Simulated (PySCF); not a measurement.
Ligands exchanged one at a time, Ga CH3-SH. All species are isolated molecules in the gas phase. One relaxed conformer stands for each flexible species; it need not be the lowest. Strings in code marks are SMILES.

Quantity: redistribution energy (mixed species minus the weighted end members), in kcal/mol.

Level 1: PBE-D3(BJ)/def2-TZVP // B3LYP-D3(BJ)/def2-TZVP (PySCF)
Level 2: BP86/6-31G* // B3LYP-D3(BJ)/def2-TZVP (PySCF)
Level 3: PBE/6-31G* // B3LYP-D3(BJ)/def2-TZVP (PySCF)
Level 4: frozen-core MP2/6-31G* // B3LYP-D3(BJ)/def2-TZVP (PySCF)

```tsv
species	level 2	level 3	level 4
1 of 3 CH3 replaced by SH: `[CH3][Ga]([CH3])[SH]` (C–Ga–S–H torsion 179°)	-4.64	-4.67	-4.27
2 of 3 CH3 replaced by SH: `[CH3][Ga]([SH])[SH]` (S–Ga–S–H torsion -180°, S–Ga–S–H torsion 180°)	-3.99	-4.00	-3.66
```

What does level 1 give for each?


- 1 of 3 CH3 replaced by SH: `[CH3][Ga]([CH3])[SH]` (C–Ga–S–H torsion 179°): -3.88
- 2 of 3 CH3 replaced by SH: `[CH3][Ga]([SH])[SH]` (S–Ga–S–H torsion -180°, S–Ga–S–H torsion 180°): -3.41
